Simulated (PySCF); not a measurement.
# Spin-rotation constants: `InChI=1S/C5H4FNO2/c6-4-9-5(8)2-1-3-7/h1-2H,4H2/b2-1+`

Geometry:
```tsv
atom	x (Å)	y (Å)	z (Å)
N1	-4.286	0.545	-0.007
C2	-3.143	0.474	-0.056
C3	-1.737	0.408	-0.111
C4	-1.070	-0.750	-0.143
C5	0.400	-0.834	-0.206
O6	1.019	-1.857	-0.296
O7	0.987	0.394	-0.124
C8	2.368	0.456	-0.273
F9	2.672	0.702	-1.577
H10	-1.219	1.358	-0.124
H11	-1.577	-1.705	-0.142
H12	2.847	-0.493	0.003
H13	2.733	1.304	0.316
```

Computed with GIAO B3LYP/pcSseg-1 magnetisability, rotational g tensor and spin-rotation constants, non-relativistic, gas phase (PySCF 2.14.0). Geometry: GFN2-xTB.

(1) Give the nuclear spin-rotation constants along the inertial axes (H = +C I·J) beside the isotropic shieldings.

Answers

(1) Rotational constants 4.1937, 0.7088, 0.6337 GHz. A star marks the isotopologue with that one atom substituted, in its own axes.
| atom | isotope | Caa (kHz) | Cbb (kHz) | Ccc (kHz) | mean (kHz) | σ (ppm) |
| --- | --- | --- | --- | --- | --- | --- |
| N1 | 14N | 0.263 | 0.171 | 0.146 | 0.193 | -79.3 |
| F9 | 19F | 0.694 | 0.964 | 0.485 | 0.714 | 338.6 |
| H10 | 1H | -0.256 | 0.029 | -0.067 | -0.098 | 25.1 |
| H11 | 1H | -0.228 | 0.030 | -0.070 | -0.089 | 25.1 |
| H12 | 1H | -0.160 | 0.022 | -0.064 | -0.067 | 24.8 |
| H13 | 1H | -0.368 | -0.017 | -0.014 | -0.133 | 26.2 |
| C2 | 13C* | -0.014 | 0.323 | 0.286 | 0.198 | 62.0 |
| C3 | 13C* | 2.002 | 0.218 | 0.091 | 0.770 | 58.0 |
| C4 | 13C* | 2.060 | 0.253 | 0.121 | 0.812 | 33.8 |
| C5 | 13C* | 1.914 | 0.274 | 0.180 | 0.789 | 12.9 |
| O6 | 17O* | -2.330 | -0.443 | -0.069 | -0.947 | -130.6 |
| O7 | 17O* | -1.410 | -0.180 | -0.080 | -0.557 | 105.4 |
| C8 | 13C* | 1.173 | 0.206 | 0.146 | 0.508 | 83.8 |

For the geometry as given, no vibrational averaging.
